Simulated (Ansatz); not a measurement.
Ansatz (a program for electronic structure) input (B3LYP/6-31G*):

Ansatz 0.2 input:
```yaml
crystal:
  periodic: [false, false, false]
  atoms:
    - {symbol: C, position_ang: [1.97178393, -0.23332405, -0.60317290]}
    - {symbol: N, position_ang: [0.92220468, 0.47834629, -0.06081781]}
    - {symbol: B, position_ang: [-0.43311363, 0.07803440, 0.14257905]}
    - {symbol: C, position_ang: [-1.43373858, 1.11901217, 0.79618309]}
    - {symbol: C, position_ang: [-0.88553686, -1.38097709, -0.28876380]}
    - {symbol: H, position_ang: [2.94554977, 0.22932982, -0.68337612]}
    - {symbol: H, position_ang: [1.79928157, -1.24494871, -0.93914752]}
    - {symbol: H, position_ang: [1.17024415, 1.41875743, 0.22859232]}
    - {symbol: H, position_ang: [-2.28667095, 1.31057821, 0.12894206]}
    - {symbol: H, position_ang: [-0.98708557, 2.09088850, 1.04554182]}
    - {symbol: H, position_ang: [-1.87106874, 0.71153636, 1.71927983]}
    - {symbol: H, position_ang: [-0.72389238, -1.55497478, -1.36261332]}
    - {symbol: H, position_ang: [-0.30666171, -2.15636385, 0.23395587]}
    - {symbol: H, position_ang: [-1.94461173, -1.57166522, -0.08382388]}
basis:
  gaussian:
    orbitals: 6-31G*
hamiltonian:
  xc: {name: B3LYP}
magnetization: {spin_polarized: true, initial_magnetization: 1}
phonons: {temperatures: {t_min: 298.15, t_max: 298.15, t_step: 100}}
```

Output:

```
Functional definition: B3LYP
integrals: 0.05 GiB planned
1129 factors; integrals over basis functions are off by at most 4.4e-4 eV
mean field: 0.54 GiB planned
mean field evaluation 1: about -5414.5019 eV, gradient 4.7e1 eV
mean field evaluation 2: about -5410.9689 eV, gradient 5.3e1 eV
mean field evaluation 4: about -5424.4268 eV, gradient 2.0e0 eV
mean field evaluation 8: about -5424.4598 eV, gradient 1.2e-1 eV
mean field evaluation 16: about -5424.4599 eV, gradient 5.1e-5 eV
mean field -5424.45994009 eV, -199.3452259672 hartree, gradient 5.1e-5 eV, S^2 0.754794; 0 other end points of the search recorded, 0 dependent functions left out
the calculation of the forces begins
reference -5424.46015190 eV, -199.3452337511 hartree; 20, 19 occupied and 73, 74 virtual orbitals, 1129 factors
these checks for a lower state are left out or cut short: stability, starts, cluster_reference, orbital_swaps, neighbouring_geometries, increment
integrals: 0.05 GiB planned
1129 factors; integrals over basis functions are off by at most 4.4e-4 eV
mean field: 0.54 GiB planned
mean field -5424.45973792 eV, -199.3452185377 hartree, gradient 2.6e-6 eV, S^2 0.754807; 0 other end points of the search recorded, 0 dependent functions left out
the calculation of the forces begins
reference -5424.45994974 eV, -199.3452263218 hartree; 20, 19 occupied and 73, 74 virtual orbitals, 1129 factors
these checks for a lower state are left out or cut short: stability, starts, cluster_reference, orbital_swaps, neighbouring_geometries, increment
integrals: 0.05 GiB planned
1129 factors; integrals over basis functions are off by at most 4.4e-4 eV
mean field: 0.54 GiB planned
mean field evaluation 32: about -5424.4597 eV, gradient 1.0e-6 eV
mean field -5424.45972968 eV, -199.3452182349 hartree, gradient 1.0e-6 eV, S^2 0.754781; 0 other end points of the search recorded, 0 dependent functions left out
the calculation of the forces begins
reference -5424.45994149 eV, -199.3452260188 hartree; 20, 19 occupied and 73, 74 virtual orbitals, 1129 factors
these checks for a lower state are left out or cut short: stability, starts, cluster_reference, orbital_swaps, neighbouring_geometries, increment
integrals: 0.05 GiB planned
1129 factors; integrals over basis functions are off by at most 4.4e-4 eV
mean field: 0.54 GiB planned
mean field -5424.45983799 eV, -199.3452222152 hartree, gradient 2.6e-6 eV, S^2 0.754786; 0 other end points of the search recorded, 0 dependent functions left out
the calculation of the forces begins
reference -5424.46004978 eV, -199.3452299983 hartree; 20, 19 occupied and 73, 74 virtual orbitals, 1129 factors
these checks for a lower state are left out or cut short: stability, starts, cluster_reference, orbital_swaps, neighbouring_geometries, increment
integrals: 0.05 GiB planned
1129 factors; integrals over basis functions are off by at most 4.4e-4 eV
mean field: 0.54 GiB planned
mean field -5424.45983557 eV, -199.3452221264 hartree, gradient 2.4e-6 eV, S^2 0.754802; 0 other end points of the search recorded, 0 dependent functions left out
the calculation of the forces begins
reference -5424.46004741 eV, -199.3452299113 hartree; 20, 19 occupied and 73, 74 virtual orbitals, 1129 factors
these checks for a lower state are left out or cut short: stability, starts, cluster_reference, orbital_swaps, neighbouring_geometries, increment
integrals: 0.05 GiB planned
1129 factors; integrals over basis functions are off by at most 4.4e-4 eV
mean field: 0.54 GiB planned
mean field -5424.45972407 eV, -199.3452180289 hartree, gradient 9.8e-7 eV, S^2 0.754782; 0 other end points of the search recorded, 0 dependent functions left out
the calculation of the forces begins
reference -5424.45993593 eV, -199.3452258143 hartree; 20, 19 occupied and 73, 74 virtual orbitals, 1129 factors
these checks for a lower state are left out or cut short: stability, starts, cluster_reference, orbital_swaps, neighbouring_geometries, increment
integrals: 0.05 GiB planned
1129 factors; integrals over basis functions are off by at most 4.4e-4 eV
mean field: 0.54 GiB planned
mean field -5424.45971740 eV, -199.3452177838 hartree, gradient 1.1e-6 eV, S^2 0.754806; 0 other end points of the search recorded, 0 dependent functions left out
the calculation of the forces begins
reference -5424.45992918 eV, -199.3452255662 hartree; 20, 19 occupied and 73, 74 virtual orbitals, 1129 factors
these checks for a lower state are left out or cut short: stability, starts, cluster_reference, orbital_swaps, neighbouring_geometries, increment
integrals: 0.05 GiB planned
1129 factors; integrals over basis functions are off by at most 4.4e-4 eV
mean field: 0.54 GiB planned
mean field evaluation 64: about -5424.4598 eV, gradient 1.3e-6 eV
[...]
mean field: 0.54 GiB planned
mean field -5424.45991799 eV, -199.3452251551 hartree, gradient 9.6e-7 eV, S^2 0.754794; 0 other end points of the search recorded, 0 dependent functions left out
the calculation of the forces begins
reference -5424.46012980 eV, -199.3452329390 hartree; 20, 19 occupied and 73, 74 virtual orbitals, 1129 factors
these checks for a lower state are left out or cut short: stability, starts, cluster_reference, orbital_swaps, neighbouring_geometries, increment
integrals: 0.05 GiB planned
1129 factors; integrals over basis functions are off by at most 4.4e-4 eV
mean field: 0.54 GiB planned
mean field evaluation 288: about -5424.4599 eV, gradient 9.2e-7 eV
mean field -5424.45991826 eV, -199.3452251651 hartree, gradient 9.2e-7 eV, S^2 0.754794; 0 other end points of the search recorded, 0 dependent functions left out
the calculation of the forces begins
reference -5424.46013008 eV, -199.3452329492 hartree; 20, 19 occupied and 73, 74 virtual orbitals, 1129 factors
these checks for a lower state are left out or cut short: stability, starts, cluster_reference, orbital_swaps, neighbouring_geometries, increment
integrals: 0.05 GiB planned
1129 factors; integrals over basis functions are off by at most 4.4e-4 eV
mean field: 0.54 GiB planned
mean field -5424.45992419 eV, -199.3452253831 hartree, gradient 8.2e-7 eV, S^2 0.754793; 0 other end points of the search recorded, 0 dependent functions left out
the calculation of the forces begins
reference -5424.46013600 eV, -199.3452331670 hartree; 20, 19 occupied and 73, 74 virtual orbitals, 1129 factors
these checks for a lower state are left out or cut short: stability, starts, cluster_reference, orbital_swaps, neighbouring_geometries, increment
integrals: 0.05 GiB planned
1129 factors; integrals over basis functions are off by at most 4.4e-4 eV
mean field: 0.54 GiB planned
mean field -5424.45992452 eV, -199.3452253951 hartree, gradient 8.8e-7 eV, S^2 0.754795; 0 other end points of the search recorded, 0 dependent functions left out
the calculation of the forces begins
reference -5424.46013633 eV, -199.3452331792 hartree; 20, 19 occupied and 73, 74 virtual orbitals, 1129 factors
these checks for a lower state are left out or cut short: stability, starts, cluster_reference, orbital_swaps, neighbouring_geometries, increment
integrals: 0.05 GiB planned
1129 factors; integrals over basis functions are off by at most 4.4e-4 eV
mean field: 0.54 GiB planned
mean field -5424.45992473 eV, -199.3452254027 hartree, gradient 1.0e-6 eV, S^2 0.754793; 0 other end points of the search recorded, 0 dependent functions left out
the calculation of the forces begins
reference -5424.46013652 eV, -199.3452331861 hartree; 20, 19 occupied and 73, 74 virtual orbitals, 1129 factors
these checks for a lower state are left out or cut short: stability, starts, cluster_reference, orbital_swaps, neighbouring_geometries, increment
integrals: 0.05 GiB planned
1129 factors; integrals over basis functions are off by at most 4.4e-4 eV
mean field: 0.54 GiB planned
mean field -5424.45992621 eV, -199.3452254571 hartree, gradient 1.1e-6 eV, S^2 0.754795; 0 other end points of the search recorded, 0 dependent functions left out
the calculation of the forces begins
reference -5424.46013803 eV, -199.3452332416 hartree; 20, 19 occupied and 73, 74 virtual orbitals, 1129 factors
these checks for a lower state are left out or cut short: stability, starts, cluster_reference, orbital_swaps, neighbouring_geometries, increment
integrals: 0.05 GiB planned
1129 factors; integrals over basis functions are off by at most 4.4e-4 eV
mean field: 0.54 GiB planned
mean field -5424.45984287 eV, -199.3452223947 hartree, gradient 1.1e-6 eV, S^2 0.754793; 0 other end points of the search recorded, 0 dependent functions left out
the calculation of the forces begins
reference -5424.46005466 eV, -199.3452301776 hartree; 20, 19 occupied and 73, 74 virtual orbitals, 1129 factors
these checks for a lower state are left out or cut short: stability, starts, cluster_reference, orbital_swaps, neighbouring_geometries, increment
integrals: 0.05 GiB planned
1129 factors; integrals over basis functions are off by at most 4.4e-4 eV
mean field: 0.54 GiB planned
mean field evaluation 320: about -5424.4445 eV, gradient 8.8e-2 eV
mean field -5424.45984465 eV, -199.3452224598 hartree, gradient 2.5e-6 eV, S^2 0.754795; 0 other end points of the search recorded, 0 dependent functions left out
the calculation of the forces begins
reference -5424.46005649 eV, -199.3452302449 hartree; 20, 19 occupied and 73, 74 virtual orbitals, 1129 factors
these checks for a lower state are left out or cut short: stability, starts, cluster_reference, orbital_swaps, neighbouring_geometries, increment
integrals: 0.05 GiB planned
1129 factors; integrals over basis functions are off by at most 4.4e-4 eV
mean field: 0.54 GiB planned
mean field -5424.45992758 eV, -199.3452255076 hartree, gradient 6.9e-7 eV, S^2 0.754794; 0 other end points of the search recorded, 0 dependent functions left out
the calculation of the forces begins
reference -5424.46013940 eV, -199.3452332919 hartree; 20, 19 occupied and 73, 74 virtual orbitals, 1129 factors
these checks for a lower state are left out or cut short: stability, starts, cluster_reference, orbital_swaps, neighbouring_geometries, increment
integrals: 0.05 GiB planned
1129 factors; integrals over basis functions are off by at most 4.4e-4 eV
mean field: 0.54 GiB planned
mean field -5424.45992339 eV, -199.3452253537 hartree, gradient 1.3e-6 eV, S^2 0.754794; 0 other end points of the search recorded, 0 dependent functions left out
the calculation of the forces begins
reference -5424.46013520 eV, -199.3452331373 hartree; 20, 19 occupied and 73, 74 virtual orbitals, 1129 factors
these checks for a lower state are left out or cut short: stability, starts, cluster_reference, orbital_swaps, neighbouring_geometries, increment
integrals: 0.05 GiB planned
1129 factors; integrals over basis functions are off by at most 4.4e-4 eV
mean field: 0.54 GiB planned
mean field -5424.45988235 eV, -199.3452238453 hartree, gradient 1.5e-6 eV, S^2 0.754794; 0 other end points of the search recorded, 0 dependent functions left out
the calculation of the forces begins
reference -5424.46009415 eV, -199.3452316288 hartree; 20, 19 occupied and 73, 74 virtual orbitals, 1129 factors
these checks for a lower state are left out or cut short: stability, starts, cluster_reference, orbital_swaps, neighbouring_geometries, increment
integrals: 0.05 GiB planned
1129 factors; integrals over basis functions are off by at most 4.4e-4 eV
mean field: 0.54 GiB planned
mean field -5424.45988087 eV, -199.3452237910 hartree, gradient 1.6e-6 eV, S^2 0.754794; 0 other end points of the search recorded, 0 dependent functions left out
the calculation of the forces begins
reference -5424.46009269 eV, -199.3452315754 hartree; 20, 19 occupied and 73, 74 virtual orbitals, 1129 factors
Total energy: -5424.46015190 eV, -199.3452337511 hartree
Atom 0 at     1.971784    -0.233324    -0.603173 Å, force     0.000699     0.001414     0.000350 eV/Å
Atom 1 at     0.922205     0.478346    -0.060818 Å, force    -0.001378     0.001371     0.000877 eV/Å
Atom 2 at    -0.433114     0.078034     0.142579 Å, force    -0.001115    -0.001977    -0.000453 eV/Å
Atom 3 at    -1.433739     1.119012     0.796183 Å, force     0.001120     0.000389    -0.000146 eV/Å
Atom 4 at    -0.885537    -1.380977    -0.288764 Å, force     0.000200    -0.000622    -0.000287 eV/Å
Atom 5 at     2.945550     0.229330    -0.683376 Å, force     0.000046    -0.000668    -0.000264 eV/Å
Atom 6 at     1.799282    -1.244949    -0.939148 Å, force    -0.000354    -0.000385    -0.000052 eV/Å
Atom 7 at     1.170244     1.418757     0.228592 Å, force     0.000607    -0.000001    -0.000159 eV/Å
Atom 8 at    -2.286671     1.310578     0.128942 Å, force    -0.000144     0.000170    -0.000202 eV/Å
Atom 9 at    -0.987086     2.090889     1.045542 Å, force    -0.000058     0.000163     0.000077 eV/Å
Atom 10 at    -1.871069     0.711536     1.719280 Å, force    -0.000013    -0.000019     0.000300 eV/Å
Atom 11 at    -0.723892    -1.554975    -1.362613 Å, force    -0.000057    -0.000305    -0.000175 eV/Å
Atom 12 at    -0.306662    -2.156364     0.233956 Å, force    -0.000024    -0.000351    -0.000051 eV/Å
Atom 13 at    -1.944612    -1.571665    -0.083824 Å, force     0.000471     0.000820     0.000186 eV/Å
Dipole moment:     0.178596     0.147069     0.008725 e Å
Vibrations: 70.89 134.83 195.55 212.45 233.02 299.14 302.52 436.22 485.92 683.56 709.14 803.05 845.45 883.19 965.85 1074.78 1166.37 1231.03 1321.85 1380.10 1387.11 1489.26 1497.39 1510.29 1511.14 1516.95 1540.27 3016.06 3020.91 3067.87 3068.31 3083.83 3109.74 3212.27 3329.90 3555.82 cm⁻¹, zero-point energy 3.245412 eV
```

The blocks after the first are displaced geometries, from whose forces the wavenumbers follow.
